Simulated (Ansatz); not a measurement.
The cluster Na2Li5⁻, relaxed as a singlet with RKS PBE/def2-TZVPD in Ansatz, starting from the GFN1-xTB geometry. Force threshold 0.02 eV/Å.

The restricted singlet is unstable towards broken spin symmetry in Hartree–Fock (as tested in another run); at PBE/def2-TZVPD this wasn't settled. The highest occupied level of the charge -1 singlet lies above zero (up to 0.23 eV). By energy differences its removal costs 1.05 eV (vertical, to the charge 0 doublet, at PBE/def2-TZVPD); a positive level beside a positive removal energy at the same level points to self-interaction error. The structure comes from a short search, and lower isomers may exist.

Start:

```xyz
7

Li   -0.4813   -0.8471   -0.0555
Li    1.0209    2.6402   -0.9712
Li   -0.0582   -0.6321    0.0977
Li   -0.6856   -0.3624    1.3708
Li   -1.6956   -0.1478    0.4404
Na   -0.4997   -0.0198    1.7611
Na    2.3994   -0.6311   -2.6432
```

```json
{"step": "1", "energy (eV)": "-9688.4827", "largest force component (eV/Å)": "442.424", "SCF passes": "27"}
{"step": "2", "energy (eV)": "-9804.5534", "largest force component (eV/Å)": "69.246", "SCF passes": "49"}
{"step": "3", "energy (eV)": "-9814.9928", "largest force component (eV/Å)": "41.709", "SCF passes": "51"}
{"step": "4", "energy (eV)": "-9825.2211", "largest force component (eV/Å)": "19.743", "SCF passes": "57"}
{"step": "5", "energy (eV)": "-9833.2419", "largest force component (eV/Å)": "8.495", "SCF passes": "43"}
{"step": "6", "energy (eV)": "-9834.8491", "largest force component (eV/Å)": "7.110", "SCF passes": "33"}
{"step": "7", "energy (eV)": "-9837.0243", "largest force component (eV/Å)": "5.824", "SCF passes": "31"}
{"step": "8", "energy (eV)": "-9837.3151", "largest force component (eV/Å)": "5.670", "SCF passes": "26"}
{"step": "9", "energy (eV)": "-9840.7429", "largest force component (eV/Å)": "4.320", "SCF passes": "35"}
{"step": "10", "energy (eV)": "-9843.5750", "largest force component (eV/Å)": "3.120", "SCF passes": "39"}
{"step": "11", "energy (eV)": "-9845.3182", "largest force component (eV/Å)": "1.853", "SCF passes": "31"}
{"step": "12", "energy (eV)": "-9846.2748", "largest force component (eV/Å)": "1.015", "SCF passes": "25"}
{"step": "13", "energy (eV)": "-9846.7840", "largest force component (eV/Å)": "0.499", "SCF passes": "24"}
{"step": "14", "energy (eV)": "-9847.0577", "largest force component (eV/Å)": "0.216", "SCF passes": "23"}
{"step": "15", "energy (eV)": "-9847.2021", "largest force component (eV/Å)": "0.133", "SCF passes": "21"}
{"step": "16", "energy (eV)": "-9847.2713", "largest force component (eV/Å)": "0.051", "SCF passes": "21"}
{"step": "17", "energy (eV)": "-9847.2866", "largest force component (eV/Å)": "0.027", "SCF passes": "20"}
{"step": "18", "energy (eV)": "-9847.2913", "largest force component (eV/Å)": "0.020", "SCF passes": "21"}
{"step": "19", "energy (eV)": "-9847.2982", "largest force component (eV/Å)": "0.022", "SCF passes": "21"}
{"step": "20", "energy (eV)": "-9847.3051", "largest force component (eV/Å)": "0.027", "SCF passes": "22"}
{"step": "21", "energy (eV)": "-9847.3140", "largest force component (eV/Å)": "0.019", "SCF passes": "22"}
{"step": "22", "energy (eV)": "-9847.3201", "largest force component (eV/Å)": "0.014", "SCF passes": "22"}
{"step": "23", "energy (eV)": "-9847.3210", "largest force component (eV/Å)": "0.017", "SCF passes": "22"}
{"step": "24", "energy (eV)": "-9847.3215", "largest force component (eV/Å)": "0.017", "SCF passes": "24"}
```

Force components are those of the run's own axes.

End:

Cartesian coordinates in Å:
```
Li -0.918 -0.127 -1.869
Li 0.646 1.930 -0.493
Li 0.649 -0.898 0.543
Li -1.821 -2.219 0.233
Li -1.768 0.834 0.733
Na 0.832 1.089 2.795
Na 2.380 -0.609 -1.942
```

Bonds lost: Li1–Na6, Li4–Na6 (atoms count from 1). Bonds formed: Li1–Li2, Li1–Na7, Li2–Li3, Li2–Li5, Li2–Na6, Li2–Na7 (atoms count from 1). Metal–metal contacts that move far: Li1–Li3 0.50 to 2.98 Å, Li4–Li5 1.39 to 3.09 Å, Li1–Li4 1.52 to 3.10 Å, Li3–Li5 1.74 to 2.98 Å, Li3–Na7 3.68 to 3.04 Å.

The force fell under the threshold at step 21, but the optimiser went on and released 0.008 eV more. No frequencies were taken in this run, so the end may be a saddle point.

Run time 71 s (2 threads of Arm Neoverse V1 on a shared host).
